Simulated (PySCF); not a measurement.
BBr2, SMILES [B+](Br)Br, charge +1. Atoms are numbered in the order given.

```xyz
3

B      0.0000     0.0000     0.0000
Br     0.0000     0.0000    -1.7650
Br     0.0000     0.0000     1.7650
```
Charge +1, spin multiplicity 1.

Geometry optimised at TPSSh-D3(BJ)/def2-TZVP.

Level of theory: PBE/def2-TZVPD (PySCF).

Mulliken values depend strongly on the basis, most of all with diffuse functions as here. ESP charges are fitted to the potential on shells at 1.4 to 2.0 van der Waals radii. Atomic charges (e):

```csv
atom,ESP fit,meta-Löwdin,Mulliken
B1,-0.11,0.12,0.64
Br2,0.55,0.44,0.18
Br3,0.55,0.44,0.18
```
